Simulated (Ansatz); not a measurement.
Q: Name a neutral molecule of Al, C, F, N and H with HOMO energy (PBE/def2-TZVPP) between -6.60 and -6.30 eV and size of the dipole moment (B3LYP/def2-TZVPP) between 2.10 and 2.40 D (Ansatz, PBE0-D4/def2-TZVP geometry).

A: `C#[C][Al]([NH2])[F]` (-6.37 eV, 2.21 D). Other molecules can fit too; these were computed, each in one conformer that needn't be the lowest.

B3LYP here is the variant with VWN-RPA as its local correlation; programs differ in this.
